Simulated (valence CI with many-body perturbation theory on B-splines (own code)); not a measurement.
Tm LV: key properties

Level of theory: relativistic CI+MBPT: five valence electrons over a frozen Dirac-Fock core [Ne], a basis of 9 s, 9 p, 8 d, 6 f, 3 g, 1 h functions for each j, with the one-electron correlation potential Σ1, the two-electron term Σ2, the three-electron term Σ3, Breit, model QED; selected CI, second order for the rest, scaled by the run's own slope (own B-spline code, finite nucleus).

The last digits are not significant, and no measured levels were compared; by estimate large intervals hold to a few tenths of a per cent, small ones and those within an open d or f shell to about a per cent. Among the levels kept, up to 1300 cm⁻¹ of a level comes from second order outside the variational space, and about a tenth of that is noise between levels of different J, which matters for small intervals.

Levels are named by their leading jj configuration (3d3/2^4 stands for four electrons in 3d with j = 3/2), which in mixed levels can hold well under half, so a name can repeat and another be missing.

Rates and lifetimes use the calculated energies. Strong lines usually hold to 10 to 20 %, long lifetimes can be off by a factor of two.

What is the ground level?

(3s^2 3p1/2^2 3p3/2) J=3/2, composition 47 % 3s²3p³ ²P° + 27 % 3s²3p³ ²D° + 25 % 3s²3p³ ⁴S°, g = 1.349.

Name the longest-lived excited levels whose lifetime is computed, and their main decay.

(3s^2 3p1/2 3p3/2 3d5/2) J=9/2 at 38.228 Ry lives 473 ns, mostly by M1 to (3s^2 3p1/2 3p3/2 3d3/2) J=7/2; (3s^2 3p1/2 3p3/2^2) J=5/2 at 18.566 Ry lives 33.9 ns, mostly by M1 to (3s^2 3p1/2^2 3p3/2) J=3/2; (3s^2 3p1/2 3p3/2^2) J=1/2 at 19.594 Ry lives 11.7 ns, mostly by M1 to (3s^2 3p1/2^2 3p3/2) J=3/2.

Where does the other parity begin?

At (3s^2 3p1/2^2 3d3/2) J=3/2, 15.419 Ry.

What are the static dipole polarisabilities of the lowest levels?

(3s^2 3p1/2^2 3p3/2) J=3/2 0.00393 (tensor 0.00031) bohr³, of which the core gives 6.15e-05.

How well does LS coupling describe the low levels?

Among the lowest 20 levels the leading LS term, summed over configurations, holds 54 % on average. For single configurations the figures are 52 % in LS and 94 % in jj coupling. Terms mix most in the J = 5/2 level at 20.553 Ry, where the leading one holds 32 %.

Among levels below 48.981 Ry, which E1 lines absorb most strongly from the ground level?

to (3s^2 3p1/2 3p3/2 3d3/2) J=3/2 at 2.497 nm, f = 0.325; to (3s^2 3p1/2 3p3/2 3d3/2) J=5/2 at 2.543 nm, f = 0.280; to (3s^2 3p1/2 3p3/2 3d3/2) J=1/2 at 2.498 nm, f = 0.116.

What is the ionisation energy?

5159.4 eV; NIST lists 5157 ± 5 eV (theoretical).
